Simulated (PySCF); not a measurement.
C₃H₈OSi, SMILES C=CO[SiH2]C. Atoms are numbered in the order given.

```xyz
13

C     -0.4824     2.4275     0.0000
C      0.6419     1.7020     0.0000
O      0.7404     0.3522     0.0000
Si    -0.5134    -0.7815     0.0000
C      0.3095    -2.4568     0.0000
H     -1.4778     1.9754     0.0000
H     -0.4196     3.5165     0.0000
H      1.6290     2.1781     0.0000
H     -1.3593    -0.5820    -1.2128
H     -1.3593    -0.5820     1.2128
H      0.9427    -2.5801    -0.8925
H     -0.4475    -3.2578     0.0000
H      0.9427    -2.5801     0.8925
```
Charge 0, spin multiplicity 1.

The structure is a stationary point at B3LYP-D3(BJ)/def2-SVP. One conformer was computed; it need not be the lowest.

The numbers are results of PBE0/pcSseg-1 (PySCF), not measurements.

GIAO shieldings, no solvent; atoms listed in one row are averaged. δ = σ(ref) − σ: ¹³C against TMS (σ = 186.3 ppm); ¹⁷O against H2O (σ = 334.2 ppm); ²⁹Si against TMS (σ = 352.7 ppm); ¹H against TMS (σ = 31.56 ppm), references at their B3LYP-D3(BJ)/def2-TZVP geometries, non-relativistic.

Computed chemical shifts:
| nucleus | atoms | count | δ (ppm) |
|---|---|---|---|
| ¹³C | C2 | 1 | 161.0 |
| ¹³C | C1 | 1 | 96.9 |
| ¹³C | C5 | 1 | -2.3 |
| ¹⁷O | O3 | 1 | 120.3 |
| ²⁹Si | Si4 | 1 | -13.7 |
| ¹H | H8 | 1 | 6.88 |
| ¹H | H9, H10 | 2 | 5.25 |
| ¹H | H6 | 1 | 4.69 |
| ¹H | H7 | 1 | 4.59 |
| ¹H | H11, H12, H13 | 3 | 0.72 |
